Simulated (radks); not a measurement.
Cd II, 47 electrons, occupied as [Kr] 4d10 5s1. Method: Dirac Kohn-Sham, exchange-only LDA, spin-unpolarised, spherical densities, finite nucleus; Fermi nuclear charge, rms radius 4.6087 fm; computed with a radial shooting solver on a logarithmic mesh with Libxc functionals.

Spin-orbit splittings of the eigenvalues, e(l+1/2) - e(l-1/2), with zeta = 2 splitting/(2l+1) and mean radii in bohr:

shell  occ.  splitting (eV)  zeta (eV)  <r> j=l-1/2  <r> j=l+1/2
2p        6           192.2      128.1       0.1113       0.1164
3p        6           34.31      22.87       0.3499       0.3610
3d       10           6.978      2.791       0.3330       0.3365
4p        6           5.893      3.929       0.9389       0.9707
4d       10          0.7064     0.2825        1.270        1.289
